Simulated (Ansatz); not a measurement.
Molecule: CH6Cl2OSi2 (charge 0, singlet). 
Coordinates optimised at B3LYP-D3(BJ)/def2-TZVP (Ansatz, an electronic-structure program):
```
O
Si 1 1.6059
Si 1 1.6611 2 144.85
H 2 1.4623 1 110.45 3 -177.97
H 3 1.4791 1 106.95 2 -125.96
H 3 1.4793 5 109.34 1 115.75
C 3 1.8610 5 111.39 6 123.43
H 7 1.0915 3 111.00 5 58.72
H 7 1.0916 8 108.19 3 -121.98
H 7 1.0926 8 108.13 9 -116.85
Cl 2 2.0546 4 108.97 1 121.18
Cl 2 2.0549 4 109.00 1 -121.16
```
Charge 0, spin multiplicity 1.

Atomisation energy built up term by term with Ansatz (kcal/mol; UHF references for open shells; valence terms freeze the core; atomic spin-orbit terms are left out). CBS marks a two-point X^-3 extrapolation of the correlation energy; Hartree-Fock from the larger set.

```csv
term,basis,kcal/mol
Hartree-Fock,cc-pV(Q+d)Z,?
CCSD correlation,"CBS(cc-pV(T+d)Z,cc-pV(Q+d)Z)",?
(T),"CBS(cc-pV(T+d)Z,cc-pV(Q+d)Z)",15.73
core correlation,cc-pwCVTZ,1.63
scalar relativity (X2C),cc-pVTZ-DK against cc-pVTZ,-2.47
sum: De,,?
```

### Question
Complete the blanks.

### Answer

- Hartree-Fock, kcal/mol: 791.95
- CCSD correlation, kcal/mol: 239.11
- sum: De, kcal/mol: 1046.0
